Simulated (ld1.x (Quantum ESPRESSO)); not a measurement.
**Si: one change to an ultrasoft potential, before and after**

ld1.x (Quantum ESPRESSO) 7.5 input, shortened:

```
&input
   title='Si', zed=14., rel=0, dft='REVPBE', iswitch=3,
   config='[Ne] 3s2 3p0.5 3d-2'
 /
 &inputp
   pseudotype=3, tm=.true., lloc=2,
   nlcc=.true.,
   which_augfun='PSQ', rmatch_augfun=0.60
 /
5
2S  1  0   2.00   0.00  0.85  0.90  0.0
3S  2  0   2.00   0.00  0.85  0.90  0.0
2P  2  1   6.00   0.00  0.75  0.80  0.0
3P  3  1   0.50   0.00  0.75  0.80  0.0
3D  3  2  -2.00   0.05  0.70  0.70  0.0
 &test
   configts(1)='2s2 2p6 3s2 3p0.5'
 /
```

All-electron outer shells of the reference configuration (revPBE, non-relativistic, ld1.x):

```tsv
shell	level (eV)	outermost node (bohr)	outermost maximum (bohr)
2s	-154.09	0.15	0.45
2p	-110.72	–	0.39
3s	-23.57	0.72	1.73
3p	-15.94	0.71	1.96
```

Change: augmentation PSQ, inside the norm-conserving radii.

Cutoffs: the cutoffs (Ry, on a coarse ladder) from which the occupation-weighted sum of valence levels, in a spherical-Bessel basis at the reference potential, stays within 10 and 1 mRy of its value at 400 Ry; they do not see the model core or the augmentation charge, which bear on the density cutoff. Errors are all-electron minus pseudo energies relative to the spin-unpolarised reference configuration.

What does the change do?

The potential gets neither clearly harder nor softer (160 Ry and 230 Ry → 160 Ry and 230 Ry); of the 7 tests that both files solve, the error grows in 6 and shrinks in 0 by more than 15 % and 0.3 meV (median size 0.1 → 1.3 meV); neither file shows a bound ghost.

| quantity | base | changed |
| --- | --- | --- |
| cutoff, loose | 160 Ry | 160 Ry |
| cutoff, tight | 230 Ry | 230 Ry |
| bound ghosts | none | none |
| error for 2s2 2p6 3s2 3p2, meV [ΔE -14.62 eV] | +0.1 | +1.3 |
| error for 2s2 2p6 3s2 3p1, meV [ΔE -6.88 eV] | 0.0 | +0.2 |
| error for 2s2 2p6 3s2 3p0, meV [ΔE 9.09 eV] | 0.0 | +0.4 |
| error for 2s2 2p6 3s2 3p1.5, meV [ΔE -11.70 eV] | 0.0 | +0.8 |
| error for 2s2 2p6 3s1 3p0, meV [ΔE 42.90 eV] | -0.4 | -3.2 |
| error for 2s2 2p5 3s2 3p2, meV [ΔE 95.43 eV] | +89 | -121 |
| error for 2s2 2p6 3s1 3p3, meV [ΔE -7.87 eV] | +0.3 | +1.4 |
| s: phases at 1.00 bohr within 0.05 rad from the reference energy up to (Ry; the scan ends near 5) | to the end of the scan | to the end of the scan |
| p: phases at 1.00 bohr within 0.05 rad from the reference energy up to (Ry; the scan ends near 5) | to the end of the scan | to the end of the scan |
| d: phases at 1.00 bohr within 0.05 rad from the reference energy up to (Ry; the scan ends near 5) | to the end of the scan | to the end of the scan |
| lowest overlap eigenvalue by channel | s 0.11, p 0.51 | s 0.11, p 0.51 |
